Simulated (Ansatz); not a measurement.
Two isomers of CH6O2Si2: A = `O[SiH2][SiH]1CO1`, B = `O=C[SiH2]O[SiH3]`.

Isolated molecules relaxed with PBE0-D4/def2-TZVP in Ansatz; ΔE leaves out vibrations. CCSD(T)/CBS adds triple-zeta CCSD(T) − MP2 to the extrapolated MP2 energy (def2 sets, frozen cores). DFT in def2-TZVPP. B3LYP here is the variant with VWN-RPA as its local correlation; programs differ in this. Each species was taken in one conformer, which may not be the lowest.

Q: Which isomer does CCSD(T)/CBS put lower? Give the gap. (Estimate.)

A: Ansatz gave: B, by 20.3 kcal/mol.

Q: Give E(B) − E(A) in kcal/mol with PBE-D4, CCSD/def2-TZVPP, PBE0-D4, B3LYP, B2PLYP, r2SCAN-D4, ωB97M-V. (Best estimate.)

A: Ansatz gave: PBE-D4 -13.0, CCSD/def2-TZVPP -23.2, PBE0-D4 -14.9, B3LYP -22.5, B2PLYP -22.5, r2SCAN-D4 -16.7, ωB97M-V -20.7. None reverses the order clearly.

Largest T1 diagnostic: 0.014.

In def2-TZVPP, CCSD(T) changes the Hartree–Fock value by +13.5 kcal/mol (the triples alone add +1.5 kcal/mol) and MP2 by +14.8 kcal/mol. From PBE to PBE0 (25 % exact exchange), in def2-TZVPP and without D4, E(B) − E(A) moves by −1.9 kcal/mol.
